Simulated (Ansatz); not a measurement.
Reaction (ligand exchange at the Si–C bond): `OBC(F)[SiH3]` + `O[SiH3]` → `[SiH3]O[SiH3]` + `OBCF`

Program: Ansatz. Geometries: PBE0-D4/def2-TZVP. ΔE: electronic, gas phase. CCSD(T)/CBS adds triple-zeta CCSD(T) − MP2 to the extrapolated MP2 energy (def2 sets, frozen cores). Functionals use def2-TZVPP. One conformer a species, not always the lowest.

```tsv
level	ΔE (kcal/mol)
PBE	-23.1
r2SCAN	-26.0
```

(1) What does CCSD(T)/CBS give? (Estimate.)

Largest T1 diagnostic among the species: 0.013.

Answers

(1) Ansatz gave: -27.3 kcal/mol. The listed levels differ from it by 4.2, 1.3 kcal/mol.

From PBE to PBE0 (25 % exact exchange), in def2-TZVPP and without D4, ΔE moves by −2.1 kcal/mol. In def2-TZVPP, CCSD(T) changes the Hartree–Fock value by +6.9 kcal/mol (the triples alone add +1.1 kcal/mol) and MP2 by +6.2 kcal/mol.
